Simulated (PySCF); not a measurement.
Job file and geometry (Å, from GFN2-xTB) of an NMR shielding run on `C=CC#C[SiH-]NC`, [C$_{5}$H$_{8}$NSi]-, PySCF 2.14.0, density-fitted response routines, GIAO PBE0/pcSseg-1 NMR shielding, non-relativistic, gas phase; density fitting, a coarse starting grid and PySCF grid level 2 are the driver's defaults:

```
$ OMP_NUM_THREADS=1 python probes_run.py task.json out

{"job": {"kind": "nmr", "xc": "PBE0", "basis": "pcSseg-1"}, "charge": -1, "multiplicity": 1}
C     -1.266084    -2.917789    -1.335667
C     -1.854147    -1.696714    -1.378417
C     -1.331476    -0.513972    -0.885039
C     -0.845347     0.587489    -0.619492
Si    -0.439241     1.994463     0.469904
N      1.297883     2.123952     0.780330
C      1.893868     1.055755     1.513272
H     -0.297361    -3.063936    -0.884123
H     -1.740706    -3.792019    -1.757867
H     -2.837552    -1.617000    -1.848184
H     -0.604735     3.220765    -0.372564
H      1.862428     2.341020    -0.036917
H      1.943672     0.099179     0.960873
H      2.919543     1.308372     1.826187
H      1.294842     0.878426     2.409066
```

Problem. What does the program print?

Solution. 
```
coarse grid: 13080 points
cycle   1  E = -538.9206434791  dE =  7.348e-01  |g| = 5.627e-01  |ddm| = 3.690e+00
cycle   2  E = -538.8715405394  dE =  4.910e-02  |g| = 7.269e-01  |ddm| = 1.908e+00
cycle   3  E = -539.0074637014  dE = -1.359e-01  |g| = 1.912e-01  |ddm| = 1.131e+00
cycle   4  E = -539.0159837154  dE = -8.520e-03  |g| = 7.116e-02  |ddm| = 2.531e-01
cycle   5  E = -539.0174283971  dE = -1.445e-03  |g| = 2.370e-02  |ddm| = 1.227e-01
cycle   6  E = -539.0175993512  dE = -1.710e-04  |g| = 4.682e-03  |ddm| = 3.338e-02
cycle   7  E = -539.0176034560  dE = -4.105e-06  |g| = 2.398e-03  |ddm| = 8.054e-03
final grid: 121936 points
cycle   8  E = -539.0574111840  dE = -1.544e-05  |g| = 9.370e-03  |ddm| = 3.432e-02
cycle   9  E = -539.0573749413  dE =  3.624e-05  |g| = 1.427e-02  |ddm| = 2.655e-02
cycle  10  E = -539.0574322206  dE = -5.728e-05  |g| = 2.985e-03  |ddm| = 1.940e-02
cycle  11  E = -539.0574349935  dE = -2.773e-06  |g| = 6.005e-04  |ddm| = 3.916e-03
cycle  12  E = -539.0574350721  dE = -7.865e-08  |g| = 1.997e-04  |ddm| = 6.871e-04
cycle  13  E = -539.0574350816  dE = -9.512e-09  |g| = 6.072e-05  |ddm| = 2.536e-04
cycle  14  E = -539.0574350827  dE = -1.103e-09  |g| = 1.520e-05  |ddm| = 9.394e-05
cycle  15  E = -539.0574350828  dE = -6.003e-11  |g| = 4.232e-06  |ddm| = 2.308e-05
converged SCF energy = -539.0574350828

GIAO shielding tensors (ppm)
atom      isotropic    diamagn.    paramagn.     s11        s22        s33       span
  0 C       89.306     254.920    -165.615     -3.933    111.575    160.275    164.208
  1 C       62.530     258.474    -195.945    -45.303     72.021    160.871    206.174
  2 C       40.469     260.803    -220.334    -27.135     -4.048    152.589    179.724
  3 C       46.102     270.143    -224.041    -52.090     -0.975    191.372    243.462
  4 Si     377.267     881.801    -504.533    248.193    399.857    483.751    235.558
  5 N      253.234     323.168     -69.934    213.263    247.530    298.908     85.645
  6 C      148.940     245.314     -96.374    128.093    134.850    183.877     55.784
  7 H       27.567      34.237      -6.670     25.424     26.069     31.209      5.784
  8 H       27.875      29.122      -1.247     25.739     26.909     30.978      5.239
  9 H       25.823      28.954      -3.130     23.267     25.566     28.636      5.369
 10 H       26.407      31.030      -4.623     23.320     25.899     30.003      6.683
 11 H       31.341      34.314      -2.973     20.640     31.901     41.483     20.843
 12 H       28.641      32.745      -4.104     23.428     27.540     34.956     11.528
 13 H       28.928      28.726       0.202     23.820     27.061     35.902     12.081
 14 H       29.063      30.442      -1.379     26.613     27.098     33.478      6.865
```

Problem. Turn these shieldings into chemical shifts. References, each an isolated molecule treated in the same way: ¹³C (σ = 186.93 ppm) and ²⁹Si (σ = 349.16 ppm) and ¹H (σ = 31.72 ppm) vs TMS; NH3 for ¹⁵N (σ = 267.73 ppm).

Solution. Averaging equivalent atoms: C 2: 146.5; C 3: 140.8; C 1: 124.4; C 0: 97.6; C 6: 38.0; Si 4: -28.1; N 5: 14.5; H 9: 5.89; H 10: 5.31; H 7: 4.15; H 8: 3.84; H 12/13/14: 2.84; H 11: 0.38 ppm. Experimental scales use liquid or dissolved standards, which lie at an offset from isolated NH3 (liquid NH3: subtract about 20 ppm).

Size and cost of the density-fitted run: 166 basis functions, 34 s wall time on 1 thread of an Intel Xeon, shared host; peak memory 0.82 GiB.
